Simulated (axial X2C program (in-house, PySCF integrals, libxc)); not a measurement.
**Spin–orbit effects down a group: molecules with C (ions), PBE0**

Computed with an axial X2C code built on PySCF integrals, spin-free (one-electron X2C) or two-component (2c: spin–orbit coupling with atomic mean-field Coulomb and Gaunt terms, which also bring small scalar terms), in Dyall basis sets with cores contracted in-house; open shells are unrestricted.

Basis sets: Al dyall-v3z, B dyall-v3z, C dyall-v3z, Ga dyall-cv3z, In dyall-cv3z.

```json
{"molecule": "BC⁺", "spin-free state": "M_S = 2, Λ = 0", "Re (Å)": "1.431", "ωe (cm⁻¹)": "1425.3", "De (eV)": "n/a", "2c state": "Ω = 2", "Re 2c (Å)": "1.431", "ωe 2c (cm⁻¹)": "1425.2", "De 2c (eV)": "n/a"}
{"molecule": "AlC⁺", "spin-free state": "M_S = 1, Λ = 0", "Re (Å)": "1.939", "ωe (cm⁻¹)": "615.2", "De (eV)": "0.94", "2c state": "Ω = 1", "Re 2c (Å)": "1.939", "ωe 2c (cm⁻¹)": "615.0", "De 2c (eV)": "0.94"}
{"molecule": "GaC⁺", "spin-free state": "M_S = 1, Λ = 0", "Re (Å)": "2.046", "ωe (cm⁻¹)": "377.9", "De (eV)": "0.40", "2c state": "Ω = 1", "Re 2c (Å)": "2.047", "ωe 2c (cm⁻¹)": "377.5", "De 2c (eV)": "0.40"}
{"molecule": "InC⁺", "spin-free state": "M_S = 1, Λ = 0", "Re (Å)": "2.272", "ωe (cm⁻¹)": "308.7", "De (eV)": "0.28", "2c state": "Ω = 1", "Re 2c (Å)": "2.272", "ωe 2c (cm⁻¹)": "309.3", "De 2c (eV)": "0.28"}
```

Fragments in 2c: C + B+, Al+ + C, Ga+ + C, In+ + C. Each entry is the lowest single determinant of a limited PBE0 search at one distance. De goes to single-determinant-based atoms at the same level (for ions the charge split of lowest energy) and is withheld (n/a) where an atom does not fit its ground term or J level. Main or longest-lived isotopes. One determinant is a doubtful description, or other states lie close, for BC⁺, AlC⁺, GaC⁺, InC⁺; these need not be ground states, and all values refer to the states named. Some open-shell Ω = 0 determinants are out of reach, so the Ω given for BC⁺, AlC⁺, GaC⁺, InC⁺ need not be the lowest component. With several unpaired electrons the Ω given is that of one determinant, not necessarily of the lowest component. Some light 2c atoms are not at their ground J level, so De misses part of their lowering (0.04 eV or less). The functionals have no current term, which raises determinants with orbital currents.
